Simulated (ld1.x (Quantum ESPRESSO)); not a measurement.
**Sn (Z = 50): what ld1.x (Quantum ESPRESSO) 7.5 does with a changed input**

Command:

```bash
ld1.x < Sn.in > Sn.out
```

Input:

```
&input
   title='Sn', zed=50., rel=0, dft='PW91', iswitch=3,
   config='[Kr] 4d10 5s2 5p1.75',
   nld=2, rlderiv=3.40, eminld=-3.0, emaxld=5.0, deld=0.02
 /
 &inputp
   pseudotype=3, lpaw=.true., tm=.true., lloc=-2, rcloc=2.65,
   nlcc=.true., new_core_ps=.true., rcore=2.00,
   which_augfun='PSQ', rmatch_augfun=1.75,
   file_pseudopw='Sn.UPF', file_wfcaegen='ae.wfc', file_wfcncgen='nc.wfc', file_beta='beta', file_chi='chi', file_wfcusgen='us.wfc'
 /
4
5S  1  0   2.00   0.00  1.80  2.15  0.0
5S  1  0   0.00   2.70  1.80  2.15  0.0
5P  3  1   1.75   0.00  2.60  3.15  0.0
5P  2  1   0.00  -0.05  2.60  3.15  0.0
 &test
   configts(1)='5s2 5p1.75'
 /
```

This is an input that runs to its end, with one change: pseudo principal number of 5P raised by one.

Task: How does the run end?

Result: The program runs through. The occupied levels of the test differ from the all-electron ones by at most 0.00000 Ry (unchanged input: 0.00000 Ry).

```
     atomic number is 50.00   valence charge is  4.00
     dft = SLA  PW   GGX  GGC   lsd =0 sic =0 latt =0  beta=0.20 tr2=1.0E-14
     mesh =1243 r(mesh) = 100.78374 xmin = -7.00 dx = 0.01250

     n l     nl             e AE (Ry)        e PS (Ry)    De AE-PS (Ry)
     1 0     5S   1( 2.00)       -0.84927       -0.84927        0.00000
     2 1     5P   1( 1.75)       -0.39254       -0.39254        0.00000

     eps = 4.3E-15  iter =  1

     Etot =  -12051.385669 Ry,   -6025.692834 Ha, -163967.455116 eV
     Etotps =  -326.955263 Ry,    -163.477631 Ha,   -4448.452970 eV

     Ekin =      15.368208 Ry,       7.684104 Ha,     209.095126 eV
     Encl =     -23.922216 Ry,     -11.961108 Ha,    -325.478327 eV
     Ehrt =       4.572820 Ry,       2.286410 Ha,      62.216385 eV
     Ecxc =    -322.974075 Ry,    -161.487038 Ha,   -4394.286155 eV
     (Ecc =     -10.447850 Ry,      -5.223925 Ha,    -142.150237 eV)

     ---------------------- End of pseudopotential test ----------------------
```
